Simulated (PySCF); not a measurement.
Work out the structure from these simulated measurements.

Formula: C8H8NP.

| Item | Value |
| --- | --- |
| Valence photoelectron | vertical ionisation energy: 8.55 eV [ΔSCF CAM-B3LYP/def2-SVPD] |
| 1H NMR | chemical shifts (computed TMS as zero) by class: 8.68 (1 H), 3.59 (1 H), 2.53 (3 H), 2.27 (3 H) ppm [GIAO CAM-B3LYP/pcSseg-1] |
| Polarisability | 131.1 au [CAM-B3LYP/def2-SVPD] |
| UV, strongest line | among the 10 lowest singlet transitions: S7 at 5.55 eV (223 nm, f = 0.314) [TDDFT CAM-B3LYP/def2-SVPD] |
| 13C NMR | chemical shifts (computed TMS as zero) by class: 194.1 (1 C), 189.5 (1 C), 158.7 (1 C), 140.1 (1 C), 92.0 (1 C), 87.5 (1 C), 24.4 (1 C), 20.1 (1 C) ppm [GIAO CAM-B3LYP/pcSseg-1] |
| UV, first state | lowest singlet excitation: 4.03 eV (308 nm, f = 0.003) [TDDFT CAM-B3LYP/def2-SVPD] |
| Rotational structure | rotational constants A, B, C: 2.451, 0.823, 0.621 GHz [PBE0-D3(BJ)/def2-SVP] |
| Triplet | lowest triplet excitation (Tamm–Dancoff): 2.84 eV [TDA CAM-B3LYP/def2-SVPD] |
| NMR, other nuclei | isotropic shieldings of nuclei other than C and H, by class: -131 (1 N), 47 (1 P) ppm [GIAO CAM-B3LYP/pcSseg-1] |
| Dipole | 3.17 D [CAM-B3LYP/def2-SVPD] |

Electronic properties: PySCF, gas phase, density fitting. Levels stand in brackets. Isolated species at its PBE0-D3(BJ)/def2-SVP geometry, gas phase. NMR classes are plain means over equivalent atoms (diastereotopic ones count apart unless rotation or inversion swaps them), as if these changed places fast.

**Question.** Propose a structure and show how it fits.

**Answer.** Numbering: `[CH:1]#[C:2][c:3]1[n:4][cH:5][c:6]([CH3:7])[c:8]([CH3:9])[p:10]1`. 8 carbons fall into 8 classes; from least to most shielded: substituted aromatic carbon [C8] (194.1 ppm), substituted aromatic carbon [C3] (189.5 ppm), aromatic CH next to a ring nitrogen [C5] (158.7 ppm), substituted aromatic carbon [C6] (140.1 ppm), terminal alkyne carbon [C1] (92.0 ppm), alkyne carbon [C2] (87.5 ppm), benzylic-type carbon [C9] (24.4 ppm), benzylic-type carbon [C7] (20.1 ppm). Hydrogen classes from least to most shielded: 1 H on an aromatic CH next to a ring nitrogen, C5 (8.68 ppm), 1 H on a terminal alkyne carbon, C1 (3.59 ppm), 3 H on a benzylic-type carbon, C9 (2.53 ppm), 3 H on a benzylic-type carbon, C7 (2.27 ppm). The other shieldings belong to: -131 ppm, pyridine-type nitrogen [N4]; 47 ppm, phosphorus bonded to 2 C [P10]. S1 is mainly HOMO−1→LUMO (weight 0.97); the largest Löwdin shares of the orbital it empties are 0.43 on the pyridine-type nitrogen, 0.25 on the phosphorus bonded to 2 C, 0.10 on a substituted aromatic carbon and 0.07 on the aromatic CH next to a ring nitrogen, of the orbital it fills 0.30 on the phosphorus bonded to 2 C, 0.16 on a substituted aromatic carbon, 0.11 on the aromatic CH next to a ring nitrogen and 0.10 on a substituted aromatic carbon. The first electron is taken from the HOMO, whose largest Löwdin shares are 0.20 on the phosphorus bonded to 2 C, 0.16 on the terminal alkyne carbon, 0.15 on a substituted aromatic carbon and 0.14 on the alkyne carbon. The optimised geometry has point group Cs and is an asymmetric top. Structure: `C#Cc1ncc(C)c(C)p1`. The assignments are read from this structure; whether some other isomer fits the data as well wasn't checked.
